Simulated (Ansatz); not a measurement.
Cl$_{2}$Sr, singlet, geometry from GFN2-xTB (such geometries of metal compounds can be far from the true shape) (core potentials on Sr); WB97X-V/def2-TZVP (Ansatz, an electronic-structure program).

Here is a job for Ansatz.
Ansatz 0.2 input:
```yaml
crystal:
  periodic: [false, false, false]
  atoms:
    - {symbol: Sr, position_ang: [0.29122395, -0.61094818, 0.12088586]}
    - {symbol: Cl, position_ang: [1.08031446, 1.07365832, -1.54654975]}
    - {symbol: Cl, position_ang: [-1.73128564, 0.29199055, 1.27633429]}
basis:
  gaussian:
    orbitals: def2-TZVP
hamiltonian:
  xc: {name: wB97X-V}
```

Output, abridged:

```
Functional definition: wB97X-V
839 factors; their error is unknown
191 factors; integrals over basis functions are off by at most 3.6e-5 eV
mean field evaluation 1: about -25880.0807 eV, gradient 2.6e1 eV
mean field evaluation 2: about -25881.4585 eV, gradient 2.1e1 eV
mean field evaluation 4: about -25882.2406 eV, gradient 4.5e-1 eV
mean field evaluation 8: about -25882.2986 eV, gradient 8.8e-2 eV
mean field evaluation 16: about -25882.2986 eV, gradient 4.7e-6 eV
mean field -25882.29859423 eV, -951.1569296858 hartree, gradient 4.7e-6 eV, S^2 0.000000; 0 other end points of the search recorded, 0 dependent functions left out
reference -25882.29859127 eV, -951.1569295771 hartree; 22, 22 occupied and 85, 85 virtual orbitals, 839 factors
Total energy: -25882.29859127 eV, -951.1569295771 hartree
```
